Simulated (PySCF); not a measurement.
A structure optimised at PBE-D3(BJ)/def2-TZVP, used in a PySCF frequency run:

```
C
C 1 1.3075
F 1 1.3705 2 123.17
H 2 1.0814 1 144.86 3 0.00
H 1 1.0927 2 125.33 4 180.00
```
Charge 0, spin multiplicity 2.

### Question
Write its SMILES, formula and point group.

### Answer
[CH]=CF, C2H2F, Cs

### Question
What are its rotational constants (standard atomic weights)?

### Answer
69.720, 11.251, 9.6878 GHz
